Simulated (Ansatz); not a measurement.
Saddle search on Si$_{2}$NH$_{8}$O$_{2}$F$_{3}$, singlet by partitioned rational-function steps on PBE0-D4/def2-TZVP gradients (Ansatz 0.2.0), from this start:

| atom | x (Å) | y (Å) | z (Å) |
| --- | --- | --- | --- |
| Si1 | -0.9639 | -0.0833 | 0.4762 |
| O2 | 0.5942 | 0.0167 | -0.6620 |
| Si3 | 0.7108 | 0.8361 | -2.1468 |
| F4 | -1.3640 | 1.3079 | -0.3005 |
| F5 | -1.3851 | -1.4149 | -0.3461 |
| O6 | -2.1676 | -0.0496 | 1.6396 |
| H7 | 1.1695 | -1.1078 | 1.2586 |
| N8 | 0.3069 | -0.3137 | 1.7602 |
| H9 | 1.2811 | -0.7375 | -0.3542 |
| F10 | 1.8707 | -1.5875 | 0.4859 |
| H11 | 1.9370 | 0.2919 | -2.7946 |
| H12 | 0.8698 | 2.2932 | -1.9003 |
| H13 | -0.4868 | 0.5576 | -2.9802 |
| H14 | -3.0647 | 0.0233 | 1.3016 |
| H15 | 0.8360 | 0.5451 | 1.9252 |
| H16 | -0.1441 | -0.5776 | 2.6374 |

| step | energy less the last (meV) | largest force (eV/Å) | curvature followed (eV/Å²) |
| --- | --- | --- | --- |
| 1 | 59.3 | 0.665 | -3.12 |
| 2 | 9.5 | 0.168 | -3.12 |
| 3 | 6.1 | 0.332 | -3.13 |
| 4 | 1.0 | 0.146 | -3.03 |
| 5 | 0.4 | 0.060 | -3.14 |
| 6 | 0.7 | 0.075 | -3.15 |
| 7 | 0.7 | 0.117 | -3.27 |
| 8 | 0.4 | 0.082 | -3.34 |
| 9 | 0.2 | 0.060 | -3.35 |
| 10 | 0.1 | 0.027 | -3.36 |
| 11 | 0.0 | 0.022 | -3.32 |
| 12 | 0.0 | 0.004 | -3.28 |

The search ended at:

```xyz
16
angstrom
Si -0.9882 -0.0585 0.4874
O 0.6081 0.0569 -0.6716
Si 0.7315 0.7951 -2.1699
F -1.3169 1.3751 -0.1573
F -1.4118 -1.3001 -0.4186
O -2.1822 -0.1150 1.6400
H 1.1655 -1.0599 1.2662
N 0.2821 -0.3218 1.7485
H 1.2963 -0.6626 -0.3682
F 1.9353 -1.5269 0.5144
H 1.9049 0.1842 -2.8376
H 0.9453 2.2475 -1.9810
H -0.5047 0.5468 -2.9428
H -3.0857 -0.0587 1.3264
H 0.7757 0.5411 1.9590
H -0.1552 -0.6433 2.6052
```
